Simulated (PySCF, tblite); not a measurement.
A set of runs on `C=C[CH2][Al]([CH3])[AsH2]`; the geometry of each is named by its level. Settings lines and outputs come from a driver script.

Species: C4H10AlAs.
Atom-mapped SMILES: `[CH2:1]=[CH:2][CH2:3][Al:4]([CH3:5])[AsH2:6]` (hydrogens: H7, H8 on C1; H9 on C2; H10, H11 on C3; H12, H13, H14 on C5; H15, H16 on As6)

Step 1: GFN2-xTB geometry optimisation, gas phase (tblite 0.8.0) (from a force-field or distance-geometry start)
```json
{"job": {"kind": "relax", "xc": "GFN2-xTB", "basis": "xTB"}, "charge": 0, "multiplicity": 1}
```
```
step      E/eV     max force
  0    -462.03127    1.817
  1    -462.21943    1.682
  2    -462.48569    1.778
...
125    -463.31479    0.024
126    -463.31486    0.021
127    -463.31493    0.019
128    -463.31497    0.011
129    -463.31499    0.009
```

Energy lowered by 29.6 kcal/mol over 129 steps; largest atomic force 0.009 eV/Å at the end. «max force» is the largest atomic force in eV/Å.

The run took 1.6 s of wall time on one thread, Arm Neoverse N1 (aarch64), no GPU, shared host with 64 logical CPUs at a one-minute load of 57.

Step 2: GFN2-xTB harmonic vibrations, gas phase (tblite 0.8.0) (on the GFN2-xTB geometry)
```json
{"job": {"kind": "ir", "xc": "GFN2-xTB", "basis": "xTB"}, "charge": 0, "multiplicity": 1}
```
```
(table of modes left out)
```

42 modes from 19 to 3106 cm⁻¹ (unscaled, harmonic); zero-point energy 71.7 kcal/mol; all wavenumbers are real at this level.

The run took 0.98 s of wall time on one thread, Arm Neoverse N1 (aarch64), shared host.

Step 3: TDDFT CAM-B3LYP/def2-SVPD, vertical, gas phase, core orbitals frozen in the response (PySCF 2.14.0, density-fitted response routines) (on the GFN2-xTB geometry)
```json
{"job": {"kind": "uv", "xc": "CAM-B3LYP", "basis": "def2-SVPD", "nstates": 8, "ntriplets": 3}, "charge": 0, "multiplicity": 1}
```
```
...
Static polarisability (au): isotropic 109.938, principal 86.225 112.286 131.304
Singlet excitations
state   eV       nm        f      main configurations
  1   4.4428    279.1   0.01151   H->L 0.91
  2   4.8619    255.0   0.00419   H-1->L 0.93
  3   5.4409    227.9   0.02944   H->L+1 0.85
  4   5.7802    214.5   0.07926   H-1->L+1 0.75
  5   5.9802    207.3   0.03190   H->L+2 0.77, H-1->L+2 0.10
  6   6.3031    196.7   0.00444   H-2->L 0.86
  7   6.4634    191.8   0.18195   H-1->L+2 0.55, H->L+2 0.10
  8   6.6449    186.6   0.06224   H->L+4 0.41, H->L+5 0.27, H->L+3 0.19
Triplet excitations (Tamm-Dancoff, eV): 3.8126 4.4275 4.6153
```

HOMO -7.70 eV, LUMO -0.14 eV; lowest singlet 4.44 eV; lowest triplet 3.81 eV (Tamm–Dancoff); mean polarisability 109.9 au.

The run took 97 s wall on one thread, Arm Neoverse N1 (aarch64), shared host with 64 logical CPUs at a one-minute load of 61, and the process peaked at 1.0 GiB of memory.

Geometry of the electronic-property runs (GFN2-xTB):
```
atom  x, y, z in Å
C1     2.4612    0.9358   -0.0351
C2     1.9063   -0.1974    0.3905
C3     0.9727   -1.0240   -0.4039
Al4   -0.8083   -0.0490   -0.2346
C5    -2.4576   -1.1714   -0.2839
As6   -0.6638    2.3393    0.1004
H7     3.1246    1.5157    0.5849
H8     2.3337    1.2710   -1.0550
H9     2.0832   -0.5219    1.4111
H10    0.9672   -2.0637   -0.0648
H11    1.2674   -1.0200   -1.4613
H12   -3.3611   -0.5853   -0.4956
H13   -2.3940   -1.9455   -1.0583
H14   -2.6487   -1.7036    0.6562
H15   -0.6125    1.9405    1.5608
H16   -2.1779    2.2883    0.1796
```

 (This holds for the electronic-property runs.)

One conformer stands for the species.
